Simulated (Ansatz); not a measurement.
# Redistribution: C2H5I + C3H6FI → CH2I2 + C4H9F

Species: C2H5I (iodoethane) `CCI`, singlet; C3H6FI `CC(I)CF`, singlet; CH2I2 (diiodomethane) `ICI`, singlet; C4H9F `CC(C)CF`, singlet. The partners trade CH3 for I; both sit on C, so the bond types are kept.

Shapes, held fixed at every level: PBE0-D4/def2-TZVP. Flexible molecules stand in one conformer, not always the lowest. Programs: Ansatz 0.2.0. Electronic energies: no zero-point or thermal term.

| level | kind | ΔE (kJ/mol) | less CCSD(T)/def2-TZVPP | CPU time (sum over the molecules) |
| --- | --- | --- | --- | --- |
| HF/def2-TZVPP | Hartree–Fock | +21.0 | +1.7 | – |
| r2SCAN-D4/def2-TZVPP | meta-GGA | +21.2 | +1.9 | 43 s |
| B3LYP-D4/def2-TZVPP | global hybrid | +19.1 | -0.2 | 49 s |
| wB97M-V/def2-TZVPP | range-separated hybrid | +17.7 | -1.6 | 1.9 min |
| B2PLYP/def2-TZVPP | double hybrid | +18.4 | -0.9 | 63 s |
| MP2/def2-TZVPP | perturbation theory | +19.6 | +0.3 | – |
| CCSD(T)/def2-TZVPP | coupled cluster or CI | +19.3 | 0.0 | 18 min |

The highest level, CCSD(T)/def2-TZVPP, gives ΔE = +19.3 kJ/mol; the levels span +17.7 to +21.2. The column of differences is taken from that level and isn't an error. No measured value is set beside it here. For atoms past krypton def2 sets carry core potentials with scalar relativity. Correlated rows may include outer-core shells of I, which these sets cover unevenly. Times are processor times on shared x86 and Arm servers, and rough.
